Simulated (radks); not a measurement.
The numbers below are computed, except where a source is named.
Valence configurations of Si III (all share [Ne]). Level of theory: Dirac Kohn-Sham, PBE, spin-unpolarised, spherical densities, point nucleus; open shells fill j = l - 1/2 first (a radial shooting solver on a logarithmic mesh with Libxc functionals). Order these by energy: 3s2; 3s1 3p1; 3s1.5 3p0.5; 3s0.5 3p1.5; 3p2.

Answer. From the lowest, in eV above it: 3s2 0.000; 3s1.5 3p0.5 4.006; 3s1 3p1 8.026; 3s0.5 3p1.5 12.059; 3p2 16.105. NIST lists [Ne] 3s2 as the ground configuration; this level of theory agrees among the configurations tried. The energies are those of spherical spin-averaged densities, not of single terms.
